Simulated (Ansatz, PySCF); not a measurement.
Ge₂H₆S, SMILES [GeH3][S][GeH3]. Atoms are numbered in the order given.

```xyz
9

Ge     0.0015     0.2534     1.7123
S      0.0302    -1.2039     0.0000
Ge     0.0015     0.2534    -1.7123
H      0.0192    -0.6060     2.9878
H     -1.2754     1.1175     1.6557
H      1.2425     1.1682     1.6547
H      1.2425     1.1682    -1.6547
H      0.0192    -0.6060    -2.9878
H     -1.2754     1.1175    -1.6557
```
Charge 0, spin multiplicity 1.

Coordinates come from a B3LYP-D3(BJ)/def2-SVP optimisation.

Two levels are set side by side: PBE-D3(BJ)/def2-SVP (Ansatz, a first-principles code) and B3LYP-D3(BJ)/def2-SVP (Ansatz). Each level has its own optimised geometry; the coordinates shown are those of the second. Frequencies come from the Hessian of PySCF at each geometry. Differences are taken from unrounded values.

| quantity | B3LYP-D3(BJ) |
|---|---|
| mean bond length (Å) | 1.718 |
| bond Ge1–S2 (Å) | 2.249 |
| bond S2–Ge3 (Å) | 2.249 |
| bond Ge1–H4 (Å) | 1.538 |
| bond Ge1–H5 (Å) | 1.543 |
| bond Ge1–H6 (Å) | 1.543 |
| bond Ge3–H7 (Å) | 1.543 |
| bond Ge3–H8 (Å) | 1.538 |
| bond Ge3–H9 (Å) | 1.543 |
| highest harmonic wavenumber (cm⁻¹) | 2153 |
| mean harmonic wavenumber (cm⁻¹) | 1013 |
| zero-point energy (kcal/mol) | 30.41 |

### Question
What does PBE-D3(BJ) give, and how far is it from B3LYP-D3(BJ)? (The exact figures need the calculation; the answer reports its results.)

### Answer

| quantity | PBE-D3(BJ) | PBE-D3(BJ) minus B3LYP-D3(BJ) |
|---|---|---|
| mean bond length (Å) | 1.725 | 0.007 |
| bond Ge1–S2 (Å) | 2.249 | 0.001 |
| bond S2–Ge3 (Å) | 2.249 | 0.001 |
| bond Ge1–H4 (Å) | 1.547 | 0.009 |
| bond Ge1–H5 (Å) | 1.552 | 0.010 |
| bond Ge1–H6 (Å) | 1.552 | 0.010 |
| bond Ge3–H7 (Å) | 1.552 | 0.010 |
| bond Ge3–H8 (Å) | 1.547 | 0.009 |
| bond Ge3–H9 (Å) | 1.552 | 0.010 |
| highest harmonic wavenumber (cm⁻¹) | 2107 | -46 |
| mean harmonic wavenumber (cm⁻¹) | 984 | -28 |
| zero-point energy (kcal/mol) | 29.55 | -0.86 |

GGA bonds tend to be longer and softer than those of functionals with exact exchange. Differences between two approximate levels are no errors against the true value.
